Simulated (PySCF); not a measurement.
A side-by-side comparison of computed properties.

First species: C₇H₁₂FN.
InChI=1S/C7H12FN/c1-9(2)7-3-5(4-7)6(7)8/h5-6H,3-4H2,1-2H3/t5-,6-,7-/m0/s1

Second species: C9H7FN2.
SMILES: `c1ccc(cc1F)-n1cccn1`

Levels: PBE0/pcSseg-1 for dipole moment, HOMO energy, LUMO energy and HOMO–LUMO gap; GFN2-xTB for rotational constant A and rotational constant C. Geometries: GFN2-xTB. All species are isolated and taken at one optimised geometry, non-relativistic unless stated. Electronic properties by PySCF.

The conformers computed, where there is a choice (atom-mapped SMILES and torsion angles):
- `[CH3:1][N:2]([CH3:3])[C@:4]12[CH2:5][C@H:6]([CH2:7]1)[C@@H:8]2[F:9]`: C1–N2–C4–C5 -171°
- `[F:1][c:2]1[cH:3][cH:4][cH:5][c:6](-[n:7]2[cH:8][cH:9][cH:10][n:11]2)[cH:12]1`: C5–C6–N7–C8 180°

```tsv
property	column X	column Y
dipole moment	1.58 D	0.87 D
HOMO energy	-6.20 eV	-6.80 eV
LUMO energy	1.54 eV	-1.13 eV
HOMO–LUMO gap	7.74 eV	5.67 eV
rotational constant A	2.491 GHz	2.492 GHz
rotational constant C	1.157 GHz	0.469 GHz
```

Problem. Which column belongs to which species?

Solution. Column X is the first species and column Y the second. The first has 21 atoms and 70 electrons, the second 19 and 84.

Problem. How does each property change from the first species to the second?

Solution. dipole moment -0.71 D; HOMO energy -0.60 eV; LUMO energy -2.67 eV; HOMO–LUMO gap -2.07 eV; rotational constant A +0.001 GHz; rotational constant C -0.688 GHz.

On the first: A dipole of 1.58 D is allowed in C1, and pure rotational transitions are dipole-allowed. In atomic units the dipole is 0.62 e·bohr (1 au = 2.5417 D).

On the second: The dipole equals about 2.9 × 10⁻³⁰ C·m (1 D = 3.33564 × 10⁻³⁰ C·m).
